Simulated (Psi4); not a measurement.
C3H5 (SMILES [CH]=CC), doublet, at a GFN2-xTB geometry; Psi4 with PBE0/6-31G*.

Here is a job for Psi4.
```
memory 2 GB

molecule {
0 2
  C     1.32517045    0.17996425   -0.00948946
  C     0.06095864    0.44136230   -0.01602886
  H     2.25652235    0.69360547   -0.03009773
  H    -0.31124892    1.47566041   -0.05242127
  C    -1.04589578   -0.57280156    0.02299841
  H    -0.64250733   -1.58055333    0.05836424
  H    -1.67008190   -0.40821458    0.90058097
  H    -1.67408412   -0.47164793   -0.86130678
}

set basis 6-31g*
set reference uks

energy('pbe0')
print_variables()
```

Write the output that Psi4 gives for this input, abridged.


```
   => Loading Basis Set <=

    Name: 6-31G*
    Role: ORBITAL
    Keyword: BASIS

         ---------------------------------------------------------
                                   SCF
               by Justin Turney, Rob Parrish, Andy Simmonett
                          and Daniel G. A. Smith
                              UKS Reference
         ---------------------------------------------------------

  ==> Geometry <==

    Molecular point group: c1
    Full point group: C1

    Geometry (in Angstrom), charge = 0, multiplicity = 2:

       Center              X                  Y                   Z               Mass
    ------------   -----------------  -----------------  -----------------  -----------------
         C            1.275816917928     0.172925316761    -0.009123926380    12.000000000000
         C            0.011605107928     0.434323366761    -0.015663326380    12.000000000000
         H            2.207168817928     0.686566536761    -0.029732196380     1.007825032230
         H           -0.360602452072     1.468621476761    -0.052055736380     1.007825032230
         C           -1.095249312072    -0.579840493239     0.023363943620    12.000000000000
         H           -0.691860862072    -1.587592263239     0.058729773620     1.007825032230
         H           -1.719435432072    -0.415253513239     0.900946503620     1.007825032230
         H           -1.723437652072    -0.478686863239    -0.860941246380     1.007825032230

  Running in c1 symmetry.

  Rotational constants: A =      1.93379  B =      0.32352  C =      0.29220 [cm^-1]
  Rotational constants: A =  57973.57776  B =   9698.76943  C =   8759.89928 [MHz]
  Nuclear repulsion =   64.773468617541710

  Charge       = 0
  Multiplicity = 2
  Electrons    = 23
  Nalpha       = 12
  Nbeta        = 11

  ==> Algorithm <==

  SCF Algorithm Type is DF.
  DIIS enabled.
  MOM disabled.
  Fractional occupation disabled.
  Guess Type is SAD.
  Energy threshold   = 1.00e-06
  Density threshold  = 1.00e-06
  Integral threshold = 1.00e-12

  ==> Primary Basis <==

  Basis Set: 6-31G*
    Blend: 6-31G*
    Number of shells: 28
    Number of basis functions: 55
    Number of Cartesian functions: 55
    Spherical Harmonics?: false
    Max angular momentum: 2

  ==> DFT Potential <==

   => LibXC <=

    Version 7.1.2
    S. Lehtola, C. Steigemann, M. J. T. Oliveira, and M. A. L. Marques,  SoftwareX 7, 1–5 (2018) (10.1016/j.softx.2017.11.002)

   => Composite Functional: PBE0 <=

[...]
      Ntotal   =   22.9999996490 ; deviation = -3.510e-07

   @Spin Contamination Metric:   1.462272960E-02
   @S^2 Expected:                7.500000000E-01
   @S^2 Observed:                7.646227296E-01
   @S   Expected:                5.000000000E-01
   @S   Observed:                5.000000000E-01

    Orbital Energies [Eh]
    ---------------------

    Alpha Occupied:

[...]
    Alpha Virtual:

[...]
      55A      4.420934

    Beta Occupied:

[...]
    Beta Virtual:

[...]
    Final Occupation by Irrep:
              A
    DOCC [    11 ]
    SOCC [     1 ]
    NA   [    12 ]
    NB   [    11 ]

  @DF-UKS Final Energy:  -117.06630153504395

   => Energetics <=

    Nuclear Repulsion Energy =             64.7734686175417096
    One-Electron Energy =                -284.2643128597776467
    Two-Electron Energy =                 116.0420583043914036
    DFT Exchange-Correlation Energy =     -13.6175155971994108
    Empirical Dispersion Energy =           0.0000000000000000
    VV10 Nonlocal Energy =                  0.0000000000000000
    Total Energy =                       -117.0663015350439480

  UHF NO Occupations:
  HONO-2 :   10  A 1.9991599
  HONO-1 :   11  A 1.9940160
  HONO-0 :   12  A 1.0000000
  LUNO+0 :   13  A 0.0059840
  LUNO+1 :   14  A 0.0008401
  LUNO+2 :   15  A 0.0002887
  LUNO+3 :   16  A 0.0001368

Computation Completed

Properties will be evaluated at   0.000000,   0.000000,   0.000000 [a0]

Properties computed using the SCF density matrix

 Multipole Moments:

 ------------------------------------------------------------------------------------
     Multipole            Electronic (a.u.)      Nuclear  (a.u.)        Total (a.u.)
 ------------------------------------------------------------------------------------

 L = 1.  Multiply by 2.5417464519 to convert [e a0] to [Debye]
 Dipole X            :          1.9776112           -2.1450873           -0.1674761
 Dipole Y            :          0.5020493           -0.3059381            0.1961112
 Dipole Z            :         -0.0225676            0.0158874           -0.0066802
 Magnitude           :                                                    0.2579776

 ------------------------------------------------------------------------------------

  Variable Map:
  ----------------------------------------------------------------------------
[...]
  Array Variable Map:
  ----------------------------------------------------------------------------
[...]
[...]
```
